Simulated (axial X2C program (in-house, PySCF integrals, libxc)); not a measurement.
Potential curves of WSi⁻, scalar-relativistic

All values were computed with an in-house relativistic program for diatomic molecules. Spin-free means the one-electron spin-free X2C Hamiltonian. Basis: W dyall-acv3z [14s15p10d7f4g], Si dyall-av3z [9s8p3d2f] (cores contracted in-house); Gaussian nuclei, density fitting, unrestricted open shells. Masses: W 183.951 u, Si 27.977 u.

State: M_S = 3/2, Λ = 0 (beyond evenly filled blocks: σα, δ+α, δ-α). Energies in cm⁻¹ from the lowest point of each curve. Fits are polynomials in 1 − R0/R over 0.85 to 1.23 times the lowest point R0.

| R (Å) | CCSD | CCSD(T) |
| --- | --- | --- |
| 2.0848 | 3555 | 3135 |
| 2.1535 | 1574 | 1283 |
| 2.2223 | 466 | 316 |
| 2.2910 | 0 | 0 |
| 2.3712 | 39 | 221 |
| 2.4514 | 505 | 872 |
| 2.5545 | 1487 | 2086 |

Correlated methods: 11 electrons correlated (number of frozen shells: W 5 s, 4 p, 2 d, 1 f; Si 2 s, 1 p), 335 virtual spin orbitals or spinors in MP2, 90 natural virtuals in coupled cluster.

The state is one determinant whose occupation by symmetry is held fixed; it was picked as the lowest of a PBE0 search that is not exhaustive. CCSD and (T) use frozen natural virtuals with an MP2 correction for the truncation; (T) itself is uncorrected, so its De runs slightly low. Other states lie close and PBE0, whose exact exchange favours high spin, may order them wrongly; the determinant shown need not be the ground state. The nearest other spin-free determinant of the search, M_S = 1/2, Λ = 2, lies 0.77 eV up at the distance of the search. The determinant is spin-polarised beyond a pure state at some levels (its spin-free form has ⟨S²⟩ too high), which makes Re and μ there less reliable. The T1 diagnostic is large, a sign of multireference character. With the outer-core shells frozen, correlated bond lengths of heavy atoms tend to come out a few hundredths of an ångström too long. Coupled cluster ran on the points near the minimum only. MP2 and coupled cluster on one determinant become unreliable at the stretched end.

What are Re and ωe at the CCSD level?

At CCSD, spin-free: Re = 2.324 Å, ωe ≈ 341 cm⁻¹; Be follows as 0.129 cm⁻¹.

What are Re and ωe at the CCSD(T) level?

At CCSD(T), spin-free: Re = 2.299 Å, ωe ≈ 365 cm⁻¹; Be follows as 0.131 cm⁻¹.
